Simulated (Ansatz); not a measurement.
CH$_{5}$BOSi, SMILES `B1OC[SiH2]1`, relaxed with RKS PBE-D4/def2-SVP in Ansatz 0.2.0 from a rough embedded geometry. The force threshold is 0.03 eV/Å; the program also tests the step.

The species carries charge 0 and has multiplicity 1.

Start:

```xyz
9

B    -0.750   -0.581    1.018
O    -1.254   -0.626   -0.346
C    -0.222    0.022   -0.983
Si    0.860    0.191    0.324
H    -1.352   -0.268    2.064
H     0.201   -0.614   -1.806
H    -0.558    1.012   -1.436
H     1.966   -0.769    0.364
H     1.110    1.634    0.801
```

```csv
step,energy (eV),largest force (eV/Å),largest move (Å)
1,-11703.2071,6.270,0.000
2,-11704.2525,3.385,0.200
3,-11704.7394,0.795,0.197
4,-11704.7799,1.337,0.111
5,-11704.8227,0.190,0.061
6,-11704.8274,0.092,0.020
7,-11704.8278,0.015,0.005
```

End:

```xyz
9

B    -0.865   -0.402    1.067
O    -1.348   -0.417   -0.210
C    -0.235    0.043   -1.060
Si    0.961    0.261    0.463
H    -1.566   -0.735    2.002
H     0.008   -0.746   -1.802
H    -0.549    0.956   -1.608
H     2.173   -0.635    0.445
H     1.422    1.676    0.704
```

It took 13 s on 2 threads of an Arm Neoverse V1 on a shared host, with 0.14 GiB of host memory at the peak.
